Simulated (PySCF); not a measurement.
Stepwise substitution at one centre (Ga Br-OH). All species are isolated molecules in the gas phase. One relaxed conformer stands for each flexible species; it need not be the lowest. Strings in code marks are SMILES.

The four lowest singlet excitations (Tamm–Dancoff). The numbers are results of B3LYP-D3(BJ)/def2-TZVP (PySCF), not measurements. B3LYP has the VWN-RPA correlation part, as in Gaussian. Excitations are Tamm–Dancoff values on a coarser integration grid. The basis has no diffuse functions, so Rydberg states are missing or too high.

```json
[
 {"state": "S1", "energy (eV)": "4.75", "wavelength (nm)": "261", "oscillator strength": "0.000"},
 {"state": "S2", "energy (eV)": "5.03", "wavelength (nm)": "247", "oscillator strength": "0.000"},
 {"state": "S3", "energy (eV)": "5.03", "wavelength (nm)": "247", "oscillator strength": "0.000"},
 {"state": "S4", "energy (eV)": "5.18", "wavelength (nm)": "239", "oscillator strength": "0.038"}
]
```

Task: Name which member gives these states.
(A) `[Br][Ga]([Br])[Br]`
(B) `[OH][Ga]([OH])[OH]`
(C) `[OH][Ga]([Br])[Br]` (H–O–Ga–Br torsion 180°)
(D) `[OH][Ga]([OH])[Br]` (H–O–Ga–Br torsion 0°, Br–Ga–O–H torsion -180°)

Result: A, `[Br][Ga]([Br])[Br]`
